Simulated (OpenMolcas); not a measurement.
# Fe3+: ligand-field states by method

Fe3+ with 4 ligands (fluoride) in square-planar coordination (D4h) at 1.88 Å. A charge of +0.25 e stands 2.4 Å behind each ligand. Ligand basis ANO-RCC-VDZP.
```
Fe    0.0000    0.0000    0.0000
F     1.8800    0.0000    0.0000
F     0.0000    1.8800    0.0000
F    -1.8800    0.0000    0.0000
F     0.0000   -1.8800    0.0000
```

```yaml
Program: OpenMolcas
Basis: ANO-RCC-VTZP [6s5p3d2f1g]
Scalar_Hamiltonian: DKH2, point nucleus
Active_space: 5 electrons in 5 orbitals (3d)
State_averaging: 2S+1 = 6 even, 1 root; 2S+1 = 4 even, 24 roots; 2S+1 = 2 even, 75 roots
Spin-orbit_coupling: RASSI with atomic mean-field integrals over the reference wave functions
```

I. CASSCF
II. SS-CASPT2, IPEA 0.25 Eh, imaginary shift 0.1 Eh (closed shells correlated: 3s 3p and the ligand valence shells)

Spin-free states (labels of D4, the rotations of D4h) in cm-1, each column counted from its own energy of the first state listed:

| State | Degeneracy | I | II |
| --- | --- | --- | --- |
| 6A1 | 1 | 0 | 0 |
| 4E | 2 | 22938 | 11860 |
| 4A2 | 1 | 23072 | 13320 |
| 4B1 | 1 | 23471 | 10250 |
| 4B2 | 1 | 33722 | 24880 |
| 4A1 | 1 | 34051 | 25810 |
| 4E | 2 | 34174 | 25890 |
| 4A1 | 1 | 34580 | 26600 |
| 4E | 2 | 36920 | 27970 |
| 2B2 | 1 | 38065 | 24000 |
| 2E | 2 | 38201 | 23360 |
| 2A2 | 1 | 38506 | 23390 |
| 4B1 | 1 | 38769 | 28730 |
| 2A1 | 1 | 39863 | 22130 |
| 2B2 | 1 | 40003 | 24010 |
| 2E | 2 | 40321 | 24290 |
| 2B1 | 1 | 40608 | 24690 |
| 4B2 | 1 | 41395 | 30320 |
| 4A1 | 1 | 42825 | 32370 |
| 2E | 2 | 42837 | 25100 |

From I to II, I's first state of another spin (4E) moves from 22938 to 11860 cm-1, by about -11000 cm-1. In II another state of that kind comes below it.

χT at 300 K: I 4.39, II 4.38 cm3 K/mol.

Over all roots computed the reference weight is 0.74 to 0.77 in II; a low but even weight reflects the number of correlated electrons. Ligand-to-metal charge-transfer states are missing. With no ligand orbital active B as a rule stays too high, so bands that hang on it stand too high and its fall with covalency is understated. Without dynamic correlation the repulsion within the d shell is too large (B by tens of per cent), so at a given field states of lower spin stand too high (holds for I). With metal d orbitals alone and no dynamic correlation the field as a rule comes out too small, by tens of per cent, by up to half for chloride and softer ligands (holds for I). This shell can be high or low spin here, a state of another spin lies low, and with metal d orbitals alone active their balance is uncertain, so the ground spin may be wrong (holds for II). The distance lies 4 % over the 1.8 Å that this model takes as the normal distance (a Shannon-type radius plus a fixed donor radius); by an R⁻⁵ law this alone changes a d-shell field by about -20 %. No measured value stands beside these numbers; the geometry was imposed, not optimised, and the real ion may take another.
